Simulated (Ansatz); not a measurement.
Pulling the pair apart

The pair of Cl⁻ (SMILES [Cl-], atom 1) and H2 (SMILES [H][H], atoms 2–3), both closed shells, in one local arrangement (a lower one may exist), relaxed at PBE0-D4/def2-TZVPD:

Cl1  (-0.084, 0.033, -1.972)
H2  (0.058, -0.023, 1.366)
H3  (0.026, -0.010, 0.606)
(Å)

H2 is shifted rigidly along the line between the mean atom positions of the two fragments (negative: closer). Counterpoise interaction energies in kcal/mol. Computed with Ansatz 0.2.0 (basis: def2-TZVPPD); correlated methods freeze the cores.

```csv
shift (Å),MP2,r2SCAN-D4,HF
-0.26,-1.24,-2.22,0.51
-0.13,-1.83,-2.62,-0.47
0.00,-2.12,-2.76,-1.05
0.13,-2.22,-2.73,-1.38
0.31,-2.18,-2.54,-1.57
0.65,-1.85,-2.05,-1.52
1.29,-1.18,-1.22,-1.06
2.58,-0.48,-0.47,-0.46
```

**Question.** What does CCSD(T) give at these shifts? (To be estimated.)

**Answer.** The calculation gives: -1.14, -1.77, -2.08, -2.20, -2.17, -1.85, -1.18, -0.47 kcal/mol. For zero shift, CCSD(T) at an estimated basis limit (MP2 extrapolated from triple and quadruple zeta, plus CCSD(T) − MP2 in triple zeta) gives -2.44 kcal/mol. These are counterpoise interaction energies, counted from the two frozen fragments.

The T1 diagnostic stays at or below 0.007.

For scale, one of the runs: CCSD(T)/def2-TZVPPD, 85 basis functions, launched by `ansatz run in.yaml --threads 2 --pin off --events-out ev --progress --plain --max-ram 5222MiB`. The run took about 0.6 s on 2 CPU threads (shared host).
